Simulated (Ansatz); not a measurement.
Consider the isomerisation: `COC#C[SiH3]` → `[SiH3]OC1=CC1`.

Isolated molecules relaxed with PBE0-D4/def2-TZVP in Ansatz; ΔE leaves out vibrations. CBS: MP2 limit from def2 TZ/QZ plus the TZ coupled-cluster correction, frozen cores. Functionals use def2-TZVPP. B3LYP here is the variant with VWN-RPA as its local correlation; programs differ in this. Each species was taken in one conformer, which may not be the lowest.

`COC#C[SiH3]`:

Cartesian coordinates in Å:
```
C -0.580 0.446 -2.407
O -0.970 -0.575 -1.475
C -0.453 -0.469 -0.304
C 0.020 -0.394 0.808
Si 0.716 -0.293 2.472
H -0.882 1.425 -2.031
H -1.099 0.218 -3.334
H 0.500 0.418 -2.557
H 1.598 0.899 2.568
H -0.366 -0.169 3.483
H 1.516 -1.506 2.778
```

`[SiH3]OC1=CC1`:

Z-matrix (Å, degrees):
```
Si
O 1 1.672
H 1 1.478 2 104.4
H 1 1.483 2 110.2 3 119.3
H 1 1.483 2 110.2 3 -119.3
C 2 1.324 1 121.2 3 -180.0
C 6 1.481 2 144.1 1 0.0
C 6 1.285 2 149.2 1 -180.0
H 7 1.093 6 120.2 2 -75.1
H 7 1.093 6 120.2 2 75.1
H 8 1.074 6 153.2 2 -0.0
```

Question: Is it downhill or uphill in electronic energy at CCSD(T)/CBS, and by how much? (An estimate is asked.)

Answer: Ansatz gave: Downhill: ΔE = -36.5 kJ/mol.

Question: What do these levels give: r2SCAN-D4, B3LYP, MP2/def2-TZVPP, SCS-MP2/def2-QZVPP, MP2/CBS(def2), CCSD/CBS(def2)? (Best estimate.)

Answer: The calculation gave: r2SCAN-D4 -41.1, B3LYP -27.1, MP2/def2-TZVPP -38.9, SCS-MP2/def2-QZVPP -34.1, MP2/CBS(def2) -41.0, CCSD/CBS(def2) -36.8 kJ/mol.

Largest T1 diagnostic among the species: 0.013.

The D4 term adds −4.4 kJ/mol with B3LYP and −2.3 kJ/mol with PBE0; it sums over pairs of atoms, weighted by their polarisabilities, and B3LYP, whose exchange is more repulsive, gets the larger term. From PBE to PBE0 (25 % exact exchange), in def2-TZVPP and without D4, ΔE moves by −5.8 kJ/mol.
